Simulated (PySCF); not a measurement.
# Stretching YbP

Set-up: basis Yb x2c-SVPall, P x2c-SVPall; spin-free X2C with a Gaussian nucleus; PySCF 2.14. Energies in eV from Yb (4f14 6s2) + P in their ground configurations at the same level. State: quartet, about 14.0 electrons in the 4f shell (Mulliken).

All columns are PBE0. A positive dipole means Yb(−)P(+).

```json
{"R (Å)": "2.435", "E (eV)": "-0.539", "μ (D)": "-3.61", "Mulliken charge on Yb (basis-dependent)": "0.24", "HOMO (eV)": "-4.03", "LUMO (eV)": "-2.71", "Mayer bond order": "1.41", "⟨S²⟩": "3.76"}
{"R (Å)": "2.548", "E (eV)": "-0.798", "μ (D)": "-3.66", "Mulliken charge on Yb (basis-dependent)": "0.26", "HOMO (eV)": "-4.04", "LUMO (eV)": "-2.55", "Mayer bond order": "1.26", "⟨S²⟩": "3.76"}
{"R (Å)": "2.661", "E (eV)": "-0.941", "μ (D)": "-3.75", "Mulliken charge on Yb (basis-dependent)": "0.27", "HOMO (eV)": "-4.07", "LUMO (eV)": "-2.40", "Mayer bond order": "1.16", "⟨S²⟩": "3.76"}
{"R (Å)": "2.746", "E (eV)": "-0.991", "μ (D)": "-3.83", "Mulliken charge on Yb (basis-dependent)": "0.28", "HOMO (eV)": "-4.11", "LUMO (eV)": "-2.30", "Mayer bond order": "1.10", "⟨S²⟩": "3.76"}
{"R (Å)": "2.831", "E (eV)": "-1.004", "μ (D)": "-3.91", "Mulliken charge on Yb (basis-dependent)": "0.29", "HOMO (eV)": "-4.14", "LUMO (eV)": "-2.20", "Mayer bond order": "1.05", "⟨S²⟩": "3.76"}
{"R (Å)": "2.916", "E (eV)": "-0.990", "μ (D)": "-3.98", "Mulliken charge on Yb (basis-dependent)": "0.29", "HOMO (eV)": "-4.18", "LUMO (eV)": "-2.16", "Mayer bond order": "1.02", "⟨S²⟩": "3.76"}
{"R (Å)": "3.029", "E (eV)": "-0.940", "μ (D)": "-4.04", "Mulliken charge on Yb (basis-dependent)": "0.28", "HOMO (eV)": "-4.23", "LUMO (eV)": "-2.21", "Mayer bond order": "0.97", "⟨S²⟩": "3.76"}
{"R (Å)": "3.171", "E (eV)": "-0.848", "μ (D)": "-4.04", "Mulliken charge on Yb (basis-dependent)": "0.27", "HOMO (eV)": "-4.30", "LUMO (eV)": "-2.26", "Mayer bond order": "0.90", "⟨S²⟩": "3.76"}
{"R (Å)": "3.341", "E (eV)": "-0.719", "μ (D)": "-3.93", "Mulliken charge on Yb (basis-dependent)": "0.24", "HOMO (eV)": "-4.37", "LUMO (eV)": "-2.31", "Mayer bond order": "0.82", "⟨S²⟩": "3.77"}
{"R (Å)": "3.567", "E (eV)": "-0.550", "μ (D)": "-3.60", "Mulliken charge on Yb (basis-dependent)": "0.20", "HOMO (eV)": "-4.45", "LUMO (eV)": "-2.36", "Mayer bond order": "0.69", "⟨S²⟩": "3.77"}
```

A fit through these points gives, at Re = 2.825 Å, μ = -3.91 D and dμ/dR = -0.906 D/Å; the reduced mass is 26.29 u.

Question: How strong is the fundamental in the double-harmonic approximation, I = 42.26·(dμ/dR)²/μred km/mol?

Answer: I = 42.26·(-0.906)²/26.29 = 1.32 km/mol at PBE0.

Spin–orbit coupling is left out, which matters for elements this heavy, above all for dissociation energies. The state is the lowest single determinant that the PBE0 search found; with open d or f shells the true ground state can be another one.
